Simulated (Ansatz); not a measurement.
A nudged elastic band was laid between two geometries of CH$_{8}$AlSbSi (12 atoms, charge 0, multiplicity 1).

Method: RKS PBE-D4/def2-SVP (Ansatz).

| Property | Result |
| --- | --- |
| movable images | 7 |
| climbing image | yes |
| spring | 5.0 eV/Å² |
| optimiser | quadratic models (default) |
| start path | through a guess of the saddle point |
| force threshold | 0.05 eV/Å |
| iteration limit | 60 |
| end points | relaxed |

Initial state:

```xyz
12
Properties=species:S:1:pos:R:3
C -1.506 0.806 0.103
Si -0.227 -0.488 -0.465
Al 1.781 0.406 -1.540
Sb 0.671 -1.873 1.589
H -2.329 0.323 0.666
H -1.025 1.556 0.762
H -1.940 1.337 -0.769
H -0.907 -1.532 -1.322
H 2.140 1.970 -1.442
H 2.819 -0.587 -2.259
H 1.397 -0.441 2.260
H -0.798 -1.532 2.452
```

Final state:

```xyz
12
Properties=species:S:1:pos:R:3
C -1.846 1.101 -0.066
Si -0.616 -0.305 -0.422
Al 1.735 0.074 -0.832
Sb 0.548 -1.020 1.868
H -2.668 0.778 0.602
H -1.325 1.961 0.400
H -2.293 1.454 -1.019
H -1.330 -1.553 -0.874
H 2.644 -1.081 -1.462
H 2.260 1.558 -0.515
H 2.089 -0.436 1.149
H 0.878 -2.587 1.205
```

(1) Which bonds break or form, and what moves?

(2) Give the energies along the band, and the barrier.

(3) What is the geometry of the highest image?

Answers

(1) No bond is made or broken. The height of Sb4 over the plane of its neighbours goes from 1.11 to -1.16 Å.

(2) The run converged. The highest image is number 5 of 0 to 8, 16.8 kcal/mol above the first end and 22.1 kcal/mol above the last; the last end lies 5.3 kcal/mol below the first. The profile has 2 maxima (images 2, 5) with wells between them (image 3): this band takes more than one step, which may be the mechanism or a detour left from its start path. A vibrational analysis at the climbing image gives one clearly imaginary mode, 388i cm⁻¹: a first-order saddle point.

```csv
image,path coordinate (Å),energy (kcal/mol),height of Sb4 over the plane of its neighbours (Å)
0,0.00,0.0,1.11
1,1.87,0.7,1.11
2,3.73,1.0,1.11
3,5.60,0.5,1.11
4,7.47,2.2,1.10
5,9.33,16.8,-0.08
6,10.16,1.8,-0.86
7,10.98,-3.3,-1.09
8,11.80,-5.3,-1.16
```

(3) 
```xyz
12
Properties=species:S:1:pos:R:3
C -1.744 1.324 0.211
Si -0.642 0.098 -0.726
Al 1.808 -0.065 -1.063
Sb 0.690 -1.414 1.082
H -2.472 0.813 0.871
H -1.140 2.037 0.804
H -2.311 1.910 -0.546
H -1.529 -1.025 -1.231
H 2.224 -0.969 -2.316
H 2.598 1.211 -0.498
H 1.594 -0.887 2.424
H 1.001 -3.087 1.022
```

Time of the run: 7.8 min on 2 threads of Arm Neoverse V1 (shared host), peak memory 0.16 GiB.
